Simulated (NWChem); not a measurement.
# AlHBrCl; SMILES [AlH]([Cl])[Br]

All runs: NWChem. The geometry was optimised at B3LYP/6-31G* (spherical d). Ions are spin-unrestricted doublets at the neutral geometry; other ion states weren't tried.

For level PBE/def2-SVP:

- −ε(HOMO) (eV) = 7.35

Problem. What are these values for level PBE0/def2-SVP?

Solution. The −ε(HOMO) (eV) is 8.68.
